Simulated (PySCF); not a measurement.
Ge: interval between two levels

Ge [Ar] 3d10 4s2 4p2 [3P2, M_J = 2] → Ge [Ar] 3d10 4s1 4p2 5s1 [5P3, M_J = 3], as a difference of total energies. All numbers are calculated (PySCF 2.14, the two-component X2C-1e Hamiltonian, in x2c-TZVPall-2c with one added diffuse shell each of s, p, d type (7s8p5d1f, 63 functions)). Correlated levels: [Ne] frozen. "Screened" scales the spin-orbit matrix elements by Boettger's factors to mimic the two-electron term; Breit and QED terms are absent.

| method | interval between two levels (cm⁻¹) |
| --- | --- |
| GHF (spin-free) | 75770 |
| GMP2 (spin-free) | 85959 |
| GHF (screened spin-orbit) | 75979 |
| GMP2 (screened spin-orbit) | 86152 |

The labels give the starting determinants; with spin-orbit coupling the two ends relaxed to ⟨J²⟩ = 6.01, ⟨L²⟩ = 2.06, ⟨S²⟩ = 1.98 and ⟨J²⟩ = 12.01, ⟨L²⟩ = 2.02, ⟨S²⟩ = 6.00.

The promoted electron is Rydberg-like, and one or two diffuse shells describe it only roughly, which tends to raise the upper state.
